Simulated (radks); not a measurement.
Neutral vanadium inside a hard spherical wall (all orbitals vanish at R), configuration held at [Ar] 3d3 4s2 and not refilled when levels cross. Calculated with a radial shooting solver on a logarithmic mesh with Libxc functionals: scalar-relativistic Kohn-Sham, PBE, spin-unpolarised, spherical densities, point nucleus. Eigenvalues in eV, with the zero of energy where the potential of the charges vanishes at infinity; a dash marks a level that is unbound or too diffuse for the functional's potential to be trusted. A positive occupied level is held by the wall or, in an anion where self-interaction has pushed it up, behind a barrier. The pressure on the wall is -dE/dV.

| R (bohr) | E (hartree) | kinetic (hartree) | e(3s) | e(3p) | e(3d) | e(4s) | e(4p, empty) | e(5s, empty) | pressure (GPa) |
|---|---|---|---|---|---|---|---|---|---|
| free | -949.00523 | 957.799 | -70.235 | -44.041 | -5.165 | -4.702 | -1.444 | - | 0 |
| 10 | -949.00457 | 957.806 | -70.182 | -43.988 | -5.114 | -4.659 | -1.295 | 1.874 | 0.0173 |
| 8 | -948.99924 | 957.844 | -69.925 | -43.732 | -4.871 | -4.438 | -0.840 | 4.559 | 0.238 |
| 7 | -948.98757 | 957.912 | -69.535 | -43.343 | -4.507 | -4.075 | -0.214 | 7.456 | 0.909 |
| 5 | -948.84918 | 958.509 | -66.981 | -40.823 | -2.143 | -1.142 | 4.070 | 23.253 | 16.4 |
| 4 | -948.50656 | 959.710 | -63.304 | -37.238 | 1.361 | 4.502 | 11.474 | 46.566 | 88.7 |
| 3.5 | -948.06968 | 961.125 | -60.018 | -34.051 | 4.675 | 10.890 | 19.386 | 69.391 | 234 |
| 2.5 | -944.92938 | 970.965 | -45.691 | -19.756 | 20.924 | 49.843 | 63.567 | 182.21 | 2590 |
| 2 | -938.67617 | 989.690 | -26.496 | 0.504 | 44.248 | 114.44 | 131.08 | 337.60 | 12400 |
| 1.5 | -916.85517 | 1047.603 | 26.717 | 57.087 | 103.95 | 298.35 | 312.20 | 727.51 | 84500 |
